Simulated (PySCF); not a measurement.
As₂, SMILES [As]#[As] (connectivity only; charge and spin as stated), charge -1, multiplicity 2.

The structure is a stationary point at r2SCAN-D4/def2-TZVPD. The spin state was assumed, not searched.

Two levels are set side by side: PBE/def2-TZVPD (PySCF) and PBE0/def2-TZVPD (PySCF). Same geometry, gas phase. Differences are taken from unrounded values.

```tsv
quantity	PBE0
α-spin orbital gap (eV)	1.66
β-spin orbital gap (eV)	3.71
```

Q: What does PBE give, and how far is it from PBE0? (The exact figures need the calculation; the answer reports its results.)

A: 
| quantity | PBE | PBE minus PBE0 |
|---|---|---|
| α-spin orbital gap (eV) | 0.05 | -1.61 |
| β-spin orbital gap (eV) | 2.23 | -1.49 |

Rough cost on one machine, each run with all the roots and properties that it gave: PBE0 against PBE within a factor of 2.
